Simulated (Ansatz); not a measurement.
CH6ClNOSi, SMILES `C[Si](N)(O)Cl` at its PBE0-D4/def2-TZVP geometry, where that method's forces vanish. Total charge 0; spin multiplicity 1.

```json
{"atom": "C1", "x (Å)": "0.264", "y (Å)": "-1.390", "z (Å)": "-0.490"}
{"atom": "Si2", "x (Å)": "-0.282", "y (Å)": "0.241", "z (Å)": "0.186"}
{"atom": "N3", "x (Å)": "0.808", "y (Å)": "1.455", "z (Å)": "-0.269"}
{"atom": "O4", "x (Å)": "-0.381", "y (Å)": "0.307", "z (Å)": "1.819"}
{"atom": "Cl5", "x (Å)": "-2.231", "y (Å)": "0.545", "z (Å)": "-0.497"}
{"atom": "H6", "x (Å)": "0.346", "y (Å)": "-1.355", "z (Å)": "-1.579"}
{"atom": "H7", "x (Å)": "-0.454", "y (Å)": "-2.172", "z (Å)": "-0.235"}
{"atom": "H8", "x (Å)": "1.239", "y (Å)": "-1.661", "z (Å)": "-0.076"}
{"atom": "H9", "x (Å)": "0.751", "y (Å)": "2.372", "z (Å)": "0.143"}
{"atom": "H10", "x (Å)": "1.190", "y (Å)": "1.486", "z (Å)": "-1.200"}
{"atom": "H11", "x (Å)": "-1.251", "y (Å)": "0.173", "z (Å)": "2.198"}
```

Problem. For each bond, give half the difference of the two atoms' forces along it (eV/Å; positive pushes the atoms apart) under PBE-D4, r2SCAN-D4, B3LYP-D4, ωB97M-V in def2-TZVPP. (Best estimate.)

Solution. The calculation gave: 
| bond | length (Å) | PBE-D4 | r2SCAN-D4 | B3LYP-D4 | ωB97M-V |
| --- | --- | --- | --- | --- | --- |
| C1–Si2 | 1.848 | -0.10 | -0.04 | 0.02 | -0.05 |
| C1–H6 | 1.093 | 0.10 | 0.00 | -0.04 | -0.04 |
| C1–H7 | 1.092 | 0.11 | 0.00 | -0.05 | -0.04 |
| C1–H8 | 1.092 | 0.09 | -0.01 | -0.05 | -0.05 |
| Si2–N3 | 1.694 | 0.07 | 0.00 | 0.02 | 0.04 |
| Si2–O4 | 1.637 | 0.32 | 0.04 | 0.09 | 0.09 |
| Si2–Cl5 | 2.088 | 0.08 | 0.05 | 0.16 | 0.02 |
| N3–H9 | 1.007 | 0.18 | 0.02 | -0.02 | -0.03 |
| N3–H10 | 1.006 | 0.18 | 0.02 | -0.02 | -0.03 |
| O4–H11 | 0.958 | 0.33 | 0.01 | -0.03 | -0.06 |

B3LYP here is the variant with VWN-RPA as its local correlation; programs differ in this.

Results of the Gaussian-basis code of Ansatz.
